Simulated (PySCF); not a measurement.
FGeH3O2, SMILES [OH][GeH]([OH])[F].

Geometry optimised at PBE-D3(BJ)/def2-SVP. One conformer was computed; it need not be the lowest.

The numbers are results of CAM-B3LYP/def2-TZVP in PySCF, not measurements.

Gas-phase values at a fixed geometry.

```json
{
  "total_energy": "-2329.36343 hartree",
  "highest_occupied_level": "-10.90 eV",
  "lowest_empty_level": "0.75 eV",
  "orbital_gap": "11.65 eV",
  "dipole_moment": "1.06 D",
  "quadrupole, principal values (traceless, Buckingham form, about the centre of nuclear charge)": "-8.68, 0.79, 7.88 D·Å",
  "mean_static_polarisability": "33.9 bohr³ (5.02 Å³)",
  "polarisability_principal_values": "30.9, 34.7, 36.0 bohr³"
}
```
